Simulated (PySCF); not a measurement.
Si(F)(Br)(Et)2, SMILES F[Si](CC)(Br)CC (C₄H₁₀BrFSi) (GFN2-xTB optimised geometry):

```
17

C     -0.348    -2.872     1.243
C     -0.881    -1.445     1.370
Si    -0.247    -0.302     0.000
F     -0.631    -0.961    -1.425
Br     1.968    -0.302     0.000
C     -0.879     1.481     0.000
C     -0.456     2.279     1.231
H     -0.629    -3.302     0.284
H      0.737    -2.889     1.319
H     -0.753    -3.501     2.032
H     -0.604    -1.048     2.349
H     -1.972    -1.468     1.342
H     -0.510     1.985    -0.896
H     -1.968     1.482    -0.074
H     -0.857     1.833     2.139
H      0.628     2.314     1.316
H     -0.823     3.302     1.166
```

Method: PySCF 2.14.0 with CAM-B3LYP/def2-SVP.

What are the frontier orbital energies and the dipole moment?

HOMO-2 -10.21 eV, HOMO-1 -9.70 eV, HOMO -9.33 eV, LUMO 2.13 eV, LUMO+1 2.47 eV; dipole moment 2.51 D.

On the same geometry PBE/def2-SVP (PySCF) gives HOMO-2 -7.44 eV, HOMO-1 -7.05 eV, HOMO -6.71 eV, LUMO 0.14 eV, LUMO+1 0.50 eV; dipole moment 2.38 D.

Meta-Löwdin charges at CAM-B3LYP/def2-SVP: C1 -0.28, C2 -0.41, Si3 1.13, F4 -0.48, Br5 -0.29, C6 -0.41, C7 -0.28, H8 0.10, H9 0.10, H10 0.10, H11 0.11, H12 0.11, H13 0.11, H14 0.11, H15 0.09, H16 0.10, H17 0.10.
